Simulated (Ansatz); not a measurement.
Potential energy curve for CH (cation, charge +1), singlet.

- RKS-PBE = restricted PBE/cc-pVQZ (Ansatz, a first-principles code)
- UKS-PBE = unrestricted PBE/cc-pVQZ in Ansatz
- UKS-PBE0 = unrestricted PBE0/cc-pVQZ run with Ansatz
- FCI = full CI/cc-pVQZ, frozen core in Ansatz

Energies relative to the lowest point of each curve near equilibrium, in mEh; the last columns give the error against full CI:

```
R / Å  RKS-PBE  UKS-PBE  UKS-PBE0    FCI  RKS-PBE − FCI  UKS-PBE − FCI  UKS-PBE0 − FCI
-----  -------  -------  --------  -----  -------------  -------------  --------------
0.85      78.4     76.7      73.7   72.3            6.1            4.4             1.4
0.92      39.5     38.3      35.8   34.7            4.8            3.6             1.2
0.96      24.8     23.9      21.8   20.8            4.0            3.1             1.0
1.03       8.7      8.2       6.8    6.2            2.5            2.0             0.6
1.09       2.0      1.8       1.1    0.8            1.1            0.9             0.3
1.10       1.3      1.2       0.7    0.4            0.9            0.7             0.2
1.14       0.0      0.0       0.0    0.0            0.0            0.0             0.0
1.17       0.0      0.1       0.5    0.7           -0.7           -0.6            -0.2
1.18       0.2      0.4       0.9    1.1           -0.9           -0.8            -0.2
1.26       4.2      4.5       6.1    6.8           -2.6           -2.3            -0.6
1.33      10.2     10.6      13.3   14.2           -4.0           -3.6            -0.9
1.43      21.4     21.7      25.9   27.1           -5.7           -5.4            -1.1
1.56      38.0     37.9      44.1   45.3           -7.3           -7.4            -1.2
1.71      57.6     56.5      65.1   65.9           -8.3           -9.3            -0.8
1.87      77.3     74.7      85.7   85.6           -8.3          -10.9             0.1
2.05      97.0     92.2     103.4  104.3           -7.2          -12.0            -0.8
2.32     121.1    107.3     116.0  125.0           -3.9          -17.8            -9.0
2.49     133.1    111.3     120.9  134.2           -1.1          -22.9           -13.3
2.79     148.9    116.2     127.4  144.7            4.2          -28.5           -17.3
3.04     157.8    118.7     131.1  149.5            8.3          -30.8           -18.3
3.46     166.7    120.4     134.7  153.2           13.5          -32.9           -18.5
3.92     170.8    120.1     136.1  154.6           16.2          -34.6           -18.5
4.50     171.8    118.3     135.9  155.2           16.6          -36.9           -19.3
```

RKS-PBE is furthest from FCI at 4.50 (16.6 mEh, above); its mean absolute error over the points is 5.6 mEh.

UKS-PBE is furthest from FCI at 4.50 (-36.9 mEh, below); its mean absolute error over the points is 11.8 mEh.

UKS-PBE0 is furthest from FCI at 4.50 (-19.3 mEh, below); its mean absolute error over the points is 5.4 mEh.

The restricted form behind RKS-PBE keeps the bonding electrons paired and can't separate into open-shell fragments. The unrestricted solution behind UKS-PBE changes between 2.05 and 2.32 Å, which can leave a kink. The unrestricted determinant behind UKS-PBE, UKS-PBE0 is spin-contaminated at 0.85 to 4.50 Å (<S²> up to 1.0, against 0.00 for a pure singlet).
